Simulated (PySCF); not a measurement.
Species: C₄H₁₀O₃SSi₂.
SMILES with atom numbers: `[CH3:1][C:2](=[O:3])[C@@H:4]1[CH2:5][Si@H:6]1[S:7][SiH:8]([OH:9])[OH:10]` (hydrogens: H11, H12, H13 on C1; H14 on C4; H15, H16 on C5; H17 on Si6; H18 on Si8; H19 on O9; H20 on O10)

Structure used (GFN2-xTB), in Å, numbered top down from 1:
```xyz
20
C4H10O3SSi2 angstrom
C     -2.720    0.600    0.012
C     -1.334    0.671   -0.579
O     -0.886    1.753   -0.997
C     -0.524   -0.500   -0.594
C     -0.871   -1.856    0.004
Si     0.284   -0.895    1.136
S      2.371   -0.913    1.048
Si     2.766    0.738   -0.450
O      2.885   -0.040   -1.862
O      1.618    1.816   -0.449
H     -3.314   -0.139   -0.522
H     -3.197    1.573   -0.070
H     -2.672    0.313    1.060
H      0.218   -0.510   -1.383
H     -1.900   -1.996    0.303
H     -0.510   -2.699   -0.571
H     -0.322   -0.246    2.280
H      3.989    1.314    0.055
H      3.447   -0.804   -1.971
H      0.667    1.828   -0.793
```

Hirshfeld charges (e) from the PBE0/pcSseg-1 density (PySCF), one withheld:

| atom | bonded to | charge |
| --- | --- | --- |
| C1 | C2 H11 H12 H13 | -0.1189 |
| C2 | C1 O3 C4 | +0.1581 |
| O3 | C2 | -0.2134 |
| C4 | C2 C5 Si6 H14 | -0.1160 |
| C5 | C4 Si6 H15 H16 | -0.1547 |
| Si6 | C5 S7 C4 H17 | +0.3228 |
| S7 | Si6 Si8 | -0.2059 |
| Si8 | S7 O9 O10 H18 | ? |
| O9 | Si8 H19 | -0.3008 |
| O10 | Si8 H20 | -0.3117 |
| H11 | C1 | +0.0546 |
| H12 | C1 | +0.0549 |
| H13 | C1 | +0.0544 |
| H14 | C4 | +0.0474 |
| H15 | C5 | +0.0491 |
| H16 | C5 | +0.0539 |
| H17 | Si6 | -0.0517 |
| H18 | Si8 | -0.0706 |
| H19 | O9 | +0.1830 |
| H20 | O10 | +0.1099 |

(1) What is the charge on Si8?

(2) Add each hydrogen's charge to the atom that carries it.

(3) Across which bond do the charges differ most?

(4) Take the bonds between elements whose Pauling electronegativities differ by more than 0.25. In how many does the more electronegative atom carry the lower charge?

(5) How much positive and how much negative charge does this set hold in all?

Results:

(1) The charges add up to the total charge, 0. The others sum to -0.4556, which leaves +0.4556 e for Si8 (oxygen-bound silicon); the computed value is +0.4558, the difference coming from rounding and the integration grid.

(2) C1 +0.0450, C4 -0.0686, C5 -0.0517, Si6 +0.2711, Si8 +0.3852, O9 -0.1178, O10 -0.2018. Atoms without hydrogen keep their charges.

(3) Si8–O10: +0.4558 on Si8 against -0.3117 on O10, a difference of 0.7675 e. The lower charge is on the more electronegative element of the two (Pauling values: O 3.44, Si 1.90).

(4) In 17 of 17.

(5) +1.5439 e on 11 atoms and -1.5437 e on 9.

The Hirshfeld scheme weights the molecular density at each point by an atom's share of the summed free-atom densities. The structure is a single GFN2-xTB conformer in the gas phase; no vibrational or solvent corrections.
